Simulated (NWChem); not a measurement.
System: CuCl; SMILES [Cl][Cu]

Computed with NWChem. Pople sets run with spherical d functions. All runs use the structure optimised with PBE-D3(BJ)/def2-SVP. Level TPSS/6-31G*: single points from the atomic guess with DIIS by default; each run changes one setting, and all converged runs end within 0.3 mHa of each other. NWChem's automatic level shift, which a small gap switches on, acted in some of these runs.

```
setting                           SCF iterations
--------------------------------  --------------
defaults                                      11
core-Hamiltonian guess                        54
70 % damping for 30 cycles                    83
occupation smearing of 0.005 Ha               11
level shift of 0.5 Ha throughout              65
DIIS on 3 Fock matrices                       12
```
